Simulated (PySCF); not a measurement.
Methyl thiophene-2-carboxylate, C6H6O2S.
Numbering: `[CH3:1][O:2][C:3](=[O:4])[c:5]1[cH:6][cH:7][cH:8][s:9]1` (hydrogens: H10, H11, H12 on C1; H13 on C6; H14 on C7; H15 on C8)

Computed geometry: GFN2-xTB, gas phase.

(1) What internal coordinates does the optimisation give?

## Answers

(1) 
```json
{"bond": "C1–O2", "length (Å)": "1.419"}
{"bond": "O2–C3", "length (Å)": "1.344"}
{"bond": "C3=O4", "length (Å)": "1.207"}
{"bond": "C3–C5", "length (Å)": "1.458"}
{"bond": "C5–C6", "length (Å)": "1.371"}
{"bond": "C6–C7", "length (Å)": "1.405"}
{"bond": "C7–C8", "length (Å)": "1.363"}
{"bond": "C8–S9", "length (Å)": "1.713"}
{"bond": "C5–S9", "length (Å)": "1.730"}
{"bond": "C1–H10, C1–H11, C1–H12", "length (Å)": "1.091"}
{"bond": "C6–H13", "length (Å)": "1.075"}
{"bond": "C7–H14", "length (Å)": "1.075"}
{"bond": "C8–H15", "length (Å)": "1.072"}
```

Bonds in one row agree within 0.01 Å and their mean is given. A selection of angles:
```json
{"angle": "C1–O2–C3", "degrees": "117.4"}
{"angle": "O2–C3–O4", "degrees": "124.5"}
{"angle": "O2–C3–C5", "degrees": "111.1"}
{"angle": "O4–C3–C5", "degrees": "124.4"}
{"angle": "C3–C5–C6", "degrees": "127.0"}
{"angle": "C3–C5–S9", "degrees": "121.4"}
{"angle": "C6–C5–S9", "degrees": "111.7"}
{"angle": "C5–C6–C7", "degrees": "112.6"}
{"angle": "C6–C7–C8", "degrees": "112.4"}
{"angle": "C7–C8–S9", "degrees": "112.7"}
{"angle": "C5–S9–C8", "degrees": "90.7"}
```

Dihedral angles: C1–O2–C3–O4 1° (synperiplanar); O2–C3–C5–C6 180° (antiperiplanar). The mirror-image conformer, all signs reversed, is as good.

The 5-membered ring C5–C6–C7–C8–S9 has internal angles of 90.7° to 112.7° (sum 540°, against 540° for a flat polygon); it is planar, 0.00 Å rms from its mean plane, widest ring torsion 0°. Of the pairs four or more bonds apart, O4···H11 is among the closest relative to their van der Waals radii: 2.26 Å, 83 % of the sum of Bondi's values. The 9 heavy atoms lie in one plane (0.003 Å rms). O2 (ester single-bonded oxygen) is bent (angle 117.4°). The C–O distances run from 1.207 Å (C3=O4, drawn double) to 1.419 Å (C1–O2, drawn single), a spread of 0.212 Å. The 4 C–C bonds span 1.363 Å (C7–C8, aromatic) to 1.458 Å (C3–C5, drawn single), a spread of 0.095 Å.

Whether it is a minimum is left open (no frequencies). The numbers are those of one conformer.
